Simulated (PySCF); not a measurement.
Al(H)(SH)2 (AlH₃S₂), SMILES [SH][AlH][SH].

Geometry: B3LYP-D3(BJ)/def2-TZVP. One conformer was computed; it need not be the lowest.

These are TDDFT-M06-2X/def2-SVPD (PySCF) values and carry that method's errors.

Vertical excitations.  State labels are in the subgroup C2v.

Question: Estimate the UV-visible absorptions. (An estimate is asked for; the answer gives what the named calculation found.)

Answer: 
```csv
state,symmetry,energy (eV),λ (nm),f,main pairs
S1,B2,5.77,215,0.102,HOMO→LUMO 94 %
S2,A2,6.04,205,0.000,HOMO→LUMO+1 67 %
S3,A2,6.11,203,0.000,"HOMO→LUMO+2 75 %, HOMO→LUMO+1 12 %"
S4,B1,6.31,197,0.000,HOMO−2→LUMO 90 %
S5,A1,6.41,193,0.022,HOMO−1→LUMO 92 %
S6,B1,6.44,193,0.039,"HOMO−1→LUMO+1 24 %, HOMO→LUMO+3 22 %, HOMO−1→LUMO+2 21 %, HOMO−2→LUMO 8 %"
S7,A2,6.67,186,0.000,HOMO−3→LUMO 94 %
S8,B1,6.71,185,0.123,"HOMO−1→LUMO+2 45 %, HOMO−1→LUMO+1 21 %, HOMO→LUMO+3 17 %, HOMO→LUMO+9 7 %"
S9,B1,7.28,170,0.004,"HOMO→LUMO+3 47 %, HOMO−1→LUMO+1 32 %"
S10,A1,7.46,166,0.013,"HOMO−2→LUMO+1 63 %, HOMO−2→LUMO+2 12 %"
T1,B2,5.09,243,0,HOMO→LUMO 96 %
T2,A1,5.56,223,0,HOMO−1→LUMO 93 %
T3,A2,5.76,215,0,"HOMO→LUMO+1 51 %, HOMO→LUMO+4 14 %, HOMO→LUMO+2 10 %"
T4,A2,5.88,211,0,"HOMO→LUMO+2 65 %, HOMO→LUMO+1 19 %"
```
Triplets are in the Tamm–Dancoff approximation, which puts them higher than full response would, so one can lie above its singlet here.
